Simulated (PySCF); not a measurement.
## Spin states and ions at one geometry of OsO3F2

PySCF 2.14.0, RKS B3LYP, Os def2-SVP with ECP60, O def2-SVP, F def2-SVP; non-relativistic Hamiltonian with scalar-relativistic core potentials where named; density fitting; no spin-orbit coupling; singlets restricted, open shells unrestricted. The geometry is relaxed for charge 0, singlet, vacuum:

```xyz
6

Os   -0.0056    0.0000    0.0000
O    -0.8590    0.0000    1.4744
O    -0.8590    0.0000   -1.4744
O     1.6981    0.0000    0.0000
F    -0.0047    1.8861    0.0000
F    -0.0047   -1.8861    0.0000
```

Energies count from the relaxed state; an electron taken off or put on is at rest in vacuum. Charges and spins are Mulliken's.

Question: Order these states by energy, lowest first.
A. charge +1, doublet, vacuum
B. charge 0, singlet, vacuum
C. charge 0, triplet, vacuum
D. charge -1, doublet, vacuum

Answer: D (-3.54 eV), B (0.00 eV), C (2.47 eV), A (13.44 eV).

Question: How do charge and spin on the first atom follow?

Answer: 
```json
{"state": "charge 0, singlet, vacuum", "spin squared": "0.00", "charge on Os1 (e)": "1.42", "spin on Os1 (e)": "0.00", "dipole about the centre of mass (D)": "0.00"}
{"state": "charge 0, triplet, vacuum", "spin squared": "2.02", "charge on Os1 (e)": "1.34", "spin on Os1 (e)": "0.44", "dipole about the centre of mass (D)": "0.30"}
{"state": "charge +1, doublet, vacuum", "spin squared": "0.86", "charge on Os1 (e)": "1.54", "spin on Os1 (e)": "0.04", "dipole about the centre of mass (D)": "0.59"}
{"state": "charge -1, doublet, vacuum", "spin squared": "0.78", "charge on Os1 (e)": "1.17", "spin on Os1 (e)": "0.50", "dipole about the centre of mass (D)": "0.38"}
```

With an electron taken off (doublet) the charges change, summed by element, by Os +0.12 e, O +0.54 e, F +0.34 e. The vertical ionisation energy is 13.44 eV, against −ε(HOMO) = 11.08 eV of the relaxed state. The level lies 2.4 eV too high, as is usual for semilocal functionals and global hybrids, which keep a self-interaction error.

With an electron put on (doublet) the charges change, summed by element, by Os -0.25 e, O -0.55 e, F -0.20 e. The vertical electron affinity is 3.54 eV, against −ε(LUMO) = 6.16 eV of the relaxed state. The basis has no diffuse functions, which an added electron needs.

Open shells may have lower solutions than those found.
